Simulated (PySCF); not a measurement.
GaF: from constants to spectrum

RHF-CCSD(T) constants of GaF, ¹Σ⁺ (singlet), closed shell (Ga def2-TZVPPD, F def2-TZVPPD; no relativity (PySCF 2.14); masses 68.9256 and 18.9984 u):

- ωe: 621.6 cm⁻¹
- ωexe: 3.21 cm⁻¹
- Be: 0.35511 cm⁻¹
- αe: 0.00277 cm⁻¹
- D (centrifugal): 4.64e-07 cm⁻¹
- De to Ga + F: 6.05 eV

(1) Give the vibrational terms G(v) and spacings up to v = 6.

(2) How well does the Morse estimate ωe²/(4ωexe) reproduce De, and what is D0?

Correlated steps freeze 10 core orbitals. Where the molecule has an RHF reference, its open-shell atoms are computed with UHF.

Answers

(1) G(v) = ωe(v+½) − ωexe(v+½)².

| v | G(v) (cm⁻¹) | G(v) − G(v−1) | Bv (cm⁻¹) |
| --- | --- | --- | --- |
| 0 | 310.0 |  | 0.3537 |
| 1 | 925.2 | 615.2 | 0.3510 |
| 2 | 1533.9 | 608.8 | 0.3482 |
| 3 | 2136.3 | 602.3 | 0.3454 |
| 4 | 2732.2 | 595.9 | 0.3426 |
| 5 | 3321.7 | 589.5 | 0.3399 |
| 6 | 3904.8 | 583.1 | 0.3371 |

(2) It gives 3.73 eV, 62 % of the computed De. D0 = De − G(0) = 6.05 − 0.04 = 6.01 eV.
